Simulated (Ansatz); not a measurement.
`BCN=C=C` + `[AsH3]` → `B[AsH2]` + `C=C=NC` at 400 K and 1 bar (ligand exchange at a B–C bond).

Program: Ansatz. Geometries: PBE0-D4/def2-TZVP. ΔE: electronic, gas phase. CCSD(T)/CBS is the MP2 limit (def2-TZVPP, def2-QZVPP) plus CCSD(T) − MP2 in def2-TZVPP, frozen cores. For As outer-core shells are correlated without core-valence functions, which leaves a few kJ/mol of doubt a bond. Scalar relativity is left out up to krypton. One conformer a species, not always the lowest.

| species | CCSD(T)/CBS energy (Eh) | H − E (kJ/mol) | S (J/(mol·K)) |
| --- | --- | --- | --- |
| `BCN=C=C` | -197.17509 | 247.0 | 357.7 |
| `[AsH3]` | -2236.79077 | 72.0 | 234.9 |
| `B[AsH2]` | -2262.17165 | 113.6 | 288.1 |
| `C=C=NC` | -171.80321 | 214.6 | 312.9 |

H − E and S are ideal-gas, rigid-rotor, harmonic terms from PBE0-D4/def2-TZVP, for one conformer and one mirror image of each species. 1 Eh = 2625.50 kJ/mol, R = 8.31446 J/(mol·K).

Q: By hand: ΔE, ΔH, ΔS and ΔG.

A: ΔE = (-2262.17165) + (-171.80321) − (-197.17509) − (-2236.79077) = -0.00900 Eh = -23.6 kJ/mol. Δ(H − E) = 113.6 + 214.6 − 247.0 − 72.0 = 9.2, so ΔH = -14.4 kJ/mol. ΔS = 288.1 + 312.9 − 357.7 − 234.9 = 8.4 J/(mol·K). ΔG = -14.4 − 400 × (8.4)/1000 = -17.8 kJ/mol.

Q: By hand: the equilibrium constant, and the temperature at which ΔG would vanish if ΔH and ΔS stayed fixed.

A: log₁₀ K = −ΔG/(RT ln 10) = 2.3. ΔH and −TΔS have one sign here, so there is no such temperature.

The number of gas molecules stays the same, so ΔS is small and ΔH decides. A doubt of 5 kJ/mol in ΔE shifts log₁₀ K by 0.7 here. Other conformers and mirror images would add mixing entropy, several J/(mol·K) or more a flexible species. Modes under 60 cm⁻¹, often nearly free rotors, make the harmonic entropy too high. These are equilibria of isolated gas molecules and say nothing of rates. Largest T1 diagnostic: 0.014 (customary marks: 0.02 for closed shells, 0.045 for open ones).

ΔS is within the doubt of such terms, so its sign, and with it that verdict, could turn.
